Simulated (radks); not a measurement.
The numbers below are computed, except where a source is named.
How relativity changes the ionisation of the chromium ion Cr3+ ([Ar] 3d3) to Cr4+ ([Ar] 3d2). Spin-unpolarised spherical Kohn-Sham, LDA (Slater exchange, Perdew-Wang correlation), point nucleus unless stated (finite: rms radius 3.6452 fm), a radial shooting solver on a logarithmic mesh with Libxc functionals. A level marked "c x" has the speed of light scaled by that factor and shares open shells by 2j + 1; other Dirac levels either fill j = l - 1/2 first or share by 2j + 1.

| level | E(Cr3+) (hartree) | E(Cr4+) (hartree) | IE (eV) | HOMO | <r> HOMO (bohr) |
|---|---|---|---|---|---|
| non-rel. | -1040.01226 | -1038.21556 | 48.891 | 3d | 1.100 |
| scalar-rel. | -1046.47818 | -1044.69085 | 48.636 | 3d | 1.105 |
| scalar-rel., finite nucleus | -1046.47544 | -1044.68811 | 48.636 | 3d | 1.105 |
| Dirac, 2j+1 shares | -1046.49338 | -1044.70609 | 48.635 | 3d5/2 | 1.106 |
| Dirac, low j first | -1046.50075 | -1044.71173 | 48.682 | 3d3/2 | 1.103 |
| Dirac, 2j+1 shares, finite nucleus | -1046.49065 | -1044.70335 | 48.635 | 3d5/2 | 1.106 |
| Dirac, c x 2 | -1041.61441 | -1039.82007 | 48.827 | 3d5/2 | 1.102 |
| Dirac, c x 3 | -1040.72286 | -1038.92721 | 48.862 | 3d5/2 | 1.101 |
| Dirac, c x 100 | -1040.01290 | -1038.21620 | 48.891 | 3d5/2 | 1.100 |

NIST Atomic Spectra Database: 49.16 eV (semi-empirical). The relativistic part of the total energy of Cr3+ is -6.478 hartree (Dirac, 2j+1 shares, finite nucleus), 0.62 % of the non-relativistic value. Spin polarisation and multiplet splitting of open shells are left out at every level.

Beside tabulated values, note that spin-unpolarised runs miss the spin-polarisation part of the exchange energy of open shells.
